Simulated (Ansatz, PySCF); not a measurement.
This Ansatz (a program for electronic structure) input computes a SVWN5/def2-TZVPD energy:

Ansatz 0.2 input:
```yaml
crystal:
  periodic: [false, false, false]
  atoms:
    - {symbol: Sn, position_ang: [0.00000000, 0.00000000, 0.00000000]}
    - {symbol: H, position_ang: [-1.12928612, 1.16103262, -0.54381784]}
    - {symbol: H, position_ang: [0.26993956, -1.15254676, -1.23198634]}
    - {symbol: H, position_ang: [-0.61307219, -0.78386854, 1.38878160]}
    - {symbol: H, position_ang: [1.47241875, 0.77538268, 0.38702257]}
basis:
  gaussian:
    orbitals: def2-TZVPD
hamiltonian:
  xc: {name: SVWN5}
output: {forces: true}
```

Q: Write an input for the same energy in PySCF and say what it gives.

A: 
```python
from pyscf import gto, scf, dft

mol = gto.M(
    atom='''
    Sn    0.00000000    0.00000000    0.00000000
    H    -1.12928612    1.16103262   -0.54381784
    H     0.26993956   -1.15254676   -1.23198634
    H    -0.61307219   -0.78386854    1.38878160
    H     1.47241875    0.77538268    0.38702257
    ''',
    basis='def2-tzvpd',
    ecp='def2-tzvp',
    charge=0,
    spin=0,
    verbose=4,
)

mf = dft.RKS(mol, xc='svwn').density_fit(auxbasis='def2-universal-jkfit')
mf.grids.level = 3
mf.conv_tol = 1e-9
mf.max_cycle = 100
mf.max_memory = 1500
mf.kernel()
if not mf.converged:
    mf = mf.newton()
    mf.kernel(mf.make_rdm1())
mf.analyze()
```
It gives -216.28418 Eh, and Ansatz -216.28415 Eh, a difference of 0.03 mEh, from the treatment of integrals and grids.
